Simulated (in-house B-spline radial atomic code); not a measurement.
A run on Mo- that did not converge. Method: scalar-relativistic (X2C) HSE06, spin-polarised, spherical fractional occupations, exact exchange averaged over the configuration, Fermi nucleus of rms radius 4.4091 fm; computed with a B-spline radial code for spherical atoms.

Command:
```bash
python run_scf.py task.json out
```
Settings (nuclear radius in fm, mass in u):
```
Z                42
configuration    [Kr] 4d5 5s2
hamiltonian      x2c
method           hse06
spin_polarised   True
nucleus          fermi
rms_radius       4.4091
atomic_mass      97.9054
speed_of_light   137.035999084
exact_exchange   averaged over the configuration
```

First and last ten iterations of the last attempt (damped for 15 steps, keeping 80 % of the old Fock matrix, then DIIS):
```
 iter        energy (Eh)    residual
    1       -4043.152642    4.36e-01
    2       -4044.261714    2.65e-01
    3       -4046.083925    1.70e-01
    4       -4047.061618    1.17e-01
    5       -4047.573174    8.13e-02
    6       -4047.832668    5.89e-02
    7       -4047.959619    4.01e-02
    8       -4048.019512    2.67e-02
    9       -4048.047120    2.01e-02
   10       -4048.059974    1.48e-02
  111       -4048.073707    3.29e-03
  112       -4048.073579    3.42e-03
  113       -4048.073885    3.39e-03
  114       -4048.073300    3.63e-03
  115       -4048.051405    1.49e-02
  116       -4048.032964    3.19e-02
  117       -4048.038211    2.57e-02
  118       -4048.053147    9.81e-03
  119       -4048.054337    9.57e-03
  120       -4048.056676    8.37e-03
 not converged after 120 iterations
```

The smallest residual met was 1.5e-03; the threshold is about 4e-07. No energy from this run should be used. Run time, properties included: 23 s on 1 thread of Arm Neoverse N1, on a shared host.
